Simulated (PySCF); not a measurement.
## How methods differ on the excitation energy of Sb²⁺

Sb²⁺ [Kr] 4d10 5s2 5p1 (2P) → Sb²⁺ [Kr] 4d10 5s1 5p2 (4P), as a difference of total energies. Calculation: PySCF 2.14, in x2c-TZVPPall (8s6p4d2f, 60 functions); the spin-free X2C one-electron Hamiltonian (Gaussian nucleus). Correlated levels: valence: [Kr] 4d10 frozen; valence and next inner shell: [Ar] 3d10 frozen. The calculations carry no spin-orbit coupling.

```csv
method,excitation energy (eV)
UHF,5.623
LDA,7.964
PBE,7.692
PBE0,7.285
r2SCAN,7.014
TPSSh,7.307
M06,8.283
BLYP,8.058
B2PLYP,7.271
ROHF,5.603
MP2 (valence),6.335
SCS-MP2 (valence),6.595
MP2 (valence and next inner shell),7.146
SCS-MP2 (valence and next inner shell),7.285
```

Task: How much does correlation contribute at MP2 (valence and next inner shell)?

Result: 7.146 − (5.623) = 1.523 eV, measured against UHF.

A first-order spin-orbit estimate (lowest level to lowest level, LS coupling) adds 0.049 eV.
